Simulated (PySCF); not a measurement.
C4H4B2F4.
Cartesian coordinates in Å at the PBE0-D3(BJ)/def2-SVP level; atoms count from 1:
```xyz
14
C4H4B2F4 angstrom
F     -2.898    1.404    0.621
B     -3.056    0.115    0.423
F     -4.294   -0.343    0.421
C     -1.860   -0.875    0.196
C     -0.542   -0.266    0.220
C      0.542    0.272    0.246
C      1.859    0.882    0.282
B      3.056   -0.121    0.441
F      2.899   -1.419    0.572
F      4.295    0.335    0.448
H     -1.944   -1.671    0.961
H     -2.042   -1.397   -0.762
H      1.936    1.616    1.106
H      2.049    1.475   -0.632
```

Level: B3LYP/def2-SVPD in PySCF, non-relativistic, on one gas-phase PBE0-D3(BJ)/def2-SVP geometry that isn't relaxed in the solvent. The solvent is an IEF-PCM continuum (cavity from Bondi-type radii × 1.2). Only the electrostatic response of the medium enters.

Gas phase at B3LYP/def2-SVPD: HOMO -7.23 eV, LUMO -0.28 eV, dipole 0.35 D.

**Question.** What does the continuum do to the energy, the frontier levels and the dipole at B3LYP/def2-SVPD in dichloromethane?

**Answer.** 
| solvent | ε | E(solvent) − E(gas) (kJ/mol) | polarisation term (kJ/mol) | distortion of the solute (kJ/mol) | HOMO (eV) | LUMO (eV) | dipole (D) |
| --- | --- | --- | --- | --- | --- | --- | --- |
| dichloromethane | 8.93 | -21.18 | -23.30 | 2.12 | -7.15 | -0.09 | 0.42 |

Polarisation term: ½ Σ q·V over the induced surface charges. Distortion: the rise of the solute's own energy as its density leaves the gas-phase optimum.

**Question.** How does the static polarisability (B3LYP/def2-SVPD, frozen core, with the continuum's full static response) change?

**Answer.** 
| medium | isotropic (au) | principal values (au) | ⟨r²⟩ of the electrons (bohr²) |
| --- | --- | --- | --- |
| gas | 73.8 | 53.4, 64.0, 103.9 | 2627.9 |
| dichloromethane | 89.4 | 67.0, 78.9, 122.3 | 2628.1 |

The isotropic value in dichloromethane is 1.21 times the gas-phase one; no cavity-field correction is applied. ⟨r²⟩ is taken about the centre of nuclear charge.

The run took about 1.7 min of CPU time (one thread, shared machine). This is the whole response run at B3LYP/def2-SVPD in dichloromethane, SCF included.
